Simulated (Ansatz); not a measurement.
Coupled-cluster run, `C=C[Si](C)(N)O`.

```yaml
crystal:
  periodic: [false, false, false]
  atoms:
    - {symbol: C, position_ang: [0.478542, -1.591550, -1.562933]}
    - {symbol: C, position_ang: [0.628873, -1.309498, -0.271396]}
    - {symbol: Si, position_ang: [-0.145141, 0.159901, 0.572330]}
    - {symbol: C, position_ang: [-1.124108, 1.186585, -0.630078]}
    - {symbol: N, position_ang: [1.157695, 0.953224, 1.367283]}
    - {symbol: O, position_ang: [-1.253851, -0.269306, 1.719514]}
    - {symbol: H, position_ang: [0.936486, -2.460601, -2.028088]}
    - {symbol: H, position_ang: [-0.117523, -0.963486, -2.219632]}
    - {symbol: H, position_ang: [1.241759, -1.988618, 0.322785]}
    - {symbol: H, position_ang: [-1.541609, 2.057583, -0.118236]}
    - {symbol: H, position_ang: [-1.958465, 0.619596, -1.050241]}
    - {symbol: H, position_ang: [-0.499840, 1.546361, -1.451249]}
    - {symbol: H, position_ang: [1.010680, 1.809271, 1.877827]}
    - {symbol: H, position_ang: [2.079646, 0.926523, 0.963046]}
    - {symbol: H, position_ang: [-0.893145, -0.675985, 2.509077]}
basis:
  gaussian: {orbitals: def2-TZVPP}
correlation: {method: ccsd_t}
```

```sh
$ ansatz run in.yaml --threads 2 --pin off --events-out ev --progress --plain --max-ram 32768MiB --backend cuda --devices 0, --max-vram 18GiB
```

Log, shortened:

```
Functional definition: HF
  name "HF"
  cite "Fock, Z. Phys. 61, 126 (1930) doi:10.1007/BF01340294"
  parent pbe
  exchange = exact_x
  correlation = 0
1891 factors; integrals over basis functions are off by at most 9.7e-4 eV
mean field evaluation 1: about -14613.9813 eV, gradient 5.4e1 eV
mean field evaluation 2: about -14614.2692 eV, gradient 5.5e1 eV
mean field evaluation 4: about -14620.4619 eV, gradient 4.8e0 eV
mean field evaluation 8: about -14620.5442 eV, gradient 2.6e-1 eV
mean field -14620.54451387 eV, -537.2951007238 hartree, gradient 6.6e-6 eV, S^2 0.000000; 0 other end points of the search recorded, 0 dependent functions left out
10 core orbitals not correlated: weight in the atoms' cores, before any rotation towards them, 1.000 or more for the frozen orbitals, at most 0.000 for the correlated occupied ones
reference -14620.54451387 eV, -537.2951007238 hartree; 18, 18 occupied and 295, 295 virtual orbitals, 1891 factors
second order -29.29551265 eV of doubles, -0.00000000 eV of singles
cycle   1  -29.80890962 eV  change   -5.1e-1 eV  update   1.1e-1
cycle   2  -30.47103837 eV  change   -6.6e-1 eV  update   3.1e-2
cycle   3  -30.60864132 eV  change   -1.4e-1 eV  update   1.5e-2
cycle   4  -30.60011752 eV  change    8.5e-3 eV  update   4.0e-3
cycle   5  -30.59932120 eV  change    8.0e-4 eV  update   1.8e-3
cycle   6  -30.60022325 eV  change   -9.0e-4 eV  update   5.1e-4
cycle   7  -30.60008476 eV  change    1.4e-4 eV  update   2.1e-4
cycle   8  -30.60002275 eV  change    6.2e-5 eV  update   6.9e-5
cycle   9  -30.60004291 eV  change   -2.0e-5 eV  update   3.1e-5
perturbative correction -1.23258837 eV, -0.0452967872 hartree
Total energy: -14652.37714515 eV, -538.4649283464 hartree
```

Hardware: 2 threads of an AMD EPYC 7R13 on a shared host and a share of an NVIDIA H100 80 GB. Wall time 17 s, peak host memory 0.85 GiB.

MP2 recovers 92.0 % of the CCSD(T) correlation energy and the triples give 3.9 %; T1 = 0.0108.
